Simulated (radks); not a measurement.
Valence configurations of Tm II (all share [Xe]). All-electron calculation, non-relativistic Kohn-Sham, r2SCAN, spin-polarised, spherical densities, point nucleus; open shells are filled with parallel spins first (spin-orbit coupling, left out, can overturn this in heavy ions); meta-GGA in the generalised Kohn-Sham scheme; relativity is left out, which matters for an element this heavy. Program: a radial shooting solver on a logarithmic mesh with Libxc functionals. Energies are relative to 4f13 6s1; eigenvalues in eV for spin up.

4f13 6s1: E (eV) 0.000; moment (Bohr magnetons) 2; e(4f) -14.266; e(6s) -8.909
4f13 5d1: E (eV) 1.666; moment (Bohr magnetons) 2; e(4f) -11.961; e(5d) -5.834
4f13 6p1: E (eV) 2.996; moment (Bohr magnetons) 2; e(4f) -15.450; e(6p) -6.351
4f12.5 5d0.5 6s1: E (eV) 3.541; moment (Bohr magnetons) 3; e(4f) -18.196; e(5d) -8.210; e(6s) -9.387
4f12.5 5d1.5: E (eV) 4.700; moment (Bohr magnetons) 3; e(4f) -15.644; e(5d) -6.684
4f12 6s1 6p1: E (eV) 11.647; moment (Bohr magnetons) 4; e(4f) -26.266; e(6p) -7.709; e(6s) -11.431
4f11 5d2 6s1: E (eV) 21.503; moment (Bohr magnetons) 6; e(4f) -30.734; e(5d) -10.975; e(6s) -10.318
4f11 5d1 6s2: E (eV) 24.267; moment (Bohr magnetons) 4; e(4f) -34.190; e(5d) -12.778; e(6s) -10.955
4f11 6s2 6p1: E (eV) 30.588; moment (Bohr magnetons) 4; e(4f) -38.686; e(6p) -8.572; e(6s) -12.753

NIST lists [Xe] 4f13 6s1 as the ground configuration; this level of theory agrees among the configurations tried. The energies are those of spherical high-spin densities, not of single terms. No valid solution was reached for [Xe] 4f13.5 6s0.5. Relativity is left out, which favours d and f over s occupation in heavy atoms.
